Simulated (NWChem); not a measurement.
System meant: C$_{2}$H$_{7}$GaO; SMILES C[O][GaH][CH3]

NWChem input:

```
start job
memory heap 200 mb stack 900 mb global 1100 mb
geometry units angstroms noautoz
  Ga    -0.132720     0.339637     0.003033
  H     -1.693401     0.163492     0.003427
  C      0.968224     1.951751     0.002476
  H      0.751124     2.571148     0.886645
  H      0.758793     2.564525    -0.888171
  H      2.034428     1.684922     0.007887
  O      0.797405    -1.189784     0.002957
  C      0.267590    -2.477447     0.002586
  H      0.605630    -3.039164    -0.888138
  H      0.610256    -3.041345     0.890141
  H     -0.840868    -2.501488     0.005438
end
basis spherical
  Ga library def2-svp
  H library def2-svp
  C library def2-svp
  O library def2-svp
end
dft
  odft
  mult 2
  xc xpbe96 cpbe96
  iterations 150
  mulliken
end
task dft energy
```

End of the output:

```
 ==============================================================================
                                 internuclear angles
 ------------------------------------------------------------------------------
        center 1       |       center 2       |       center 3       |  degrees
 ------------------------------------------------------------------------------
    2 H                |   1 Ga               |   3 C                |   130.77
    2 H                |   1 Ga               |   7 O                |   114.87
    3 C                |   1 Ga               |   7 O                |   114.36
    1 Ga               |   3 C                |   4 H                |   110.68
    1 Ga               |   3 C                |   5 H                |   110.64
    1 Ga               |   3 C                |   6 H                |   110.28
    4 H                |   3 C                |   5 H                |   107.39
    4 H                |   3 C                |   6 H                |   108.90
    5 H                |   3 C                |   6 H                |   108.88
    1 Ga               |   7 O                |   8 C                |   126.33
    7 O                |   8 C                |   9 H                |   110.71
    7 O                |   8 C                |  10 H                |   110.70
    7 O                |   8 C                |  11 H                |   113.61
    9 H                |   8 C                |  10 H                |   107.02
    9 H                |   8 C                |  11 H                |   107.26
   10 H                |   8 C                |  11 H                |   107.26
 ------------------------------------------------------------------------------
                            number of included internuclear angles:         16
 ==============================================================================

 Summary of "ao basis" -> "" (spherical)
 ------------------------------------------------------------------------------
       Tag                 Description            Shells   Functions and Types
 ---------------- ------------------------------  ------  ---------------------
 Ga                         def2-svp                12       32   5s4p3d
 H                          def2-svp                 3        5   2s1p
 C                          def2-svp                 6       14   3s2p1d
 O                          def2-svp                 6       14   3s2p1d

  pbe96 is a nonlocal functional; adding pw91lda local functional.

                                 NWChem DFT Module
                                 -----------------

 Summary of "ao basis" -> "ao basis" (spherical)
 ------------------------------------------------------------------------------
       Tag                 Description            Shells   Functions and Types
 ---------------- ------------------------------  ------  ---------------------
 Ga                         def2-svp                12       32   5s4p3d
 H                          def2-svp                 3        5   2s1p
 C                          def2-svp                 6       14   3s2p1d
 O                          def2-svp                 6       14   3s2p1d

  number of electrons :                   58
  multiplicity        :                    2
 ------------------------------------------------------------------------
  no. of electrons and multiplicity not compatible                  58
 ------------------------------------------------------------------------
 ------------------------------------------------------------------------
  current input line :
    29: task dft energy
 ------------------------------------------------------------------------
 ------------------------------------------------------------------------
 There is an error in the input file
 ------------------------------------------------------------------------
 For more information see the NWChem manual at https://nwchemgit.github.io

0: no. of electrons and multiplicity not compatible:Received an Error in Communication
```

Question: Find the fault in this run and fix the input.

Answer: The input was rejected before any calculation. Cause: the multiplicity doesn't fit the number of electrons (an even count wants an odd multiplicity, and the reverse). This input runs:
```
start job
memory heap 200 mb stack 900 mb global 1100 mb
geometry units angstroms noautoz
  Ga    -0.132720     0.339637     0.003033
  H     -1.693401     0.163492     0.003427
  C      0.968224     1.951751     0.002476
  H      0.751124     2.571148     0.886645
  H      0.758793     2.564525    -0.888171
  H      2.034428     1.684922     0.007887
  O      0.797405    -1.189784     0.002957
  C      0.267590    -2.477447     0.002586
  H      0.605630    -3.039164    -0.888138
  H      0.610256    -3.041345     0.890141
  H     -0.840868    -2.501488     0.005438
end
basis spherical
  * library def2-svp
end
dft
  xc xpbe96 cpbe96
  iterations 150
  mulliken
end
task dft energy
```
It converges to -2079.65495 Ha (PBE/def2-SVP).
